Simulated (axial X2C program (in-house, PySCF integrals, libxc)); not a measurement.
# Potential curves of PtH⁺, with spin–orbit coupling

Computed with an axial X2C code built on PySCF integrals. Two-component (2c) means X2C with spin–orbit coupling and atomic mean-field two-electron Coulomb and Gaunt terms. Basis: Pt dyall-cv3z [13s14p9d6f4g], H dyall-v3z [6s2p1d] (cores contracted in-house); Gaussian nuclei, density fitting, unrestricted open shells. Masses: Pt 194.965 u, H 1.008 u.

State: Ω = 3 (⟨Sz⟩ = 0.97, ⟨Lz⟩ = 2.03 at BLYP). Energies in eV from the fragments at the same level (Pt+ + H). Fits are polynomials in 1 − R0/R over 0.85 to 1.23 times the lowest point R0.

| R (Å) | BLYP | PBE0 |
| --- | --- | --- |
| 1.3959 | -3.0802 | -2.9171 |
| 1.4420 | -3.2390 | -3.0571 |
| 1.4880 | -3.3309 | -3.1309 |
| 1.5340 | -3.3693 | -3.1516 |
| 1.5877 | -3.3606 | -3.1225 |
| 1.6414 | -3.3070 | -3.0489 |

The state is one determinant whose occupation by symmetry is held fixed; it was picked as the lowest of a PBE0 search that is not exhaustive. De is counted from the lowest determinant-based energies of the atoms at the same level, without counterpoise correction. Density functionals use the spin component along the axis (collinear). Without a current term, density functionals place determinants with orbital angular momentum somewhat too high. With several unpaired electrons one determinant need not be a pure state. The lowest spin-free determinant has another configuration (M_S = 0, Λ = 0), so the order of states is uncertain and this need not be the ground state.

(1) Fit the BLYP curve near its minimum: give the equilibrium distance, the harmonic wavenumber and the well depth.

(2) Fit the PBE0 curve near its minimum: give the equilibrium distance, the harmonic wavenumber and the well depth.

Results:

(1) At BLYP, 2c: Re = 1.551 Å, ωe ≈ 2240 cm⁻¹, De = 3.37 eV to Pt+ + H; Be follows as 6.99 cm⁻¹.

(2) At PBE0, 2c: Re = 1.532 Å, ωe ≈ 2350 cm⁻¹, De = 3.15 eV to Pt+ + H; Be follows as 7.17 cm⁻¹.
